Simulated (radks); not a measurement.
Results of a calculation; reference values are marked as such.
Pb46+, 36 electrons, occupied as [Kr]. Code: a radial shooting solver on a logarithmic mesh with Libxc functionals. Model: non-relativistic Kohn-Sham, PBE, spin-polarised, spherical densities, point nucleus; relativity is left out, which matters for an element this heavy.

Normalised radial functions P(r) = r R(r), r in bohr:

r              3p       4s       4p
0.001802   0.0174   0.2134   0.0102
0.002582   0.0346   0.2859   0.0203
0.003701   0.0679   0.3710   0.0398
0.005305   0.1306   0.4584   0.0764
0.007604   0.2438   0.5234   0.1426
0.0109     0.4360   0.5204   0.2547
0.01562    0.7322   0.3840   0.4265
0.02239    1.1187   0.0572   0.6472
0.03184    1.4663  -0.4169   0.8346
0.04563    1.4936  -0.8254   0.8103
0.06541    0.7832  -0.7038   0.3245
0.09375   -0.7447   0.2076  -0.6016
0.1344    -2.2706   1.1839  -1.2313
0.1926    -2.4994   0.7053  -0.4801
0.2761    -1.3882  -1.1806   1.2984
0.3957    -0.3510  -1.9649   1.9285
0.5672    -0.0310  -0.9247   0.9123
0.8129    -0.0006  -0.1309   0.1362
1.165     0.0000  -0.0039   0.0045

3p: eigenvalue -5132.6 eV, 1 radial node at r = 0.0800 bohr, <r> = 0.182 bohr, 90 % of the charge inside 0.270 bohr. 4s: eigenvalue -2579.3 eV, 3 radial nodes at r = 0.0235, 0.0879, 0.223 bohr, <r> = 0.376 bohr, 90 % of the charge inside 0.529 bohr. 4p: eigenvalue -2478.9 eV, 2 radial nodes at r = 0.0751, 0.213 bohr, <r> = 0.372 bohr, 90 % of the charge inside 0.528 bohr.
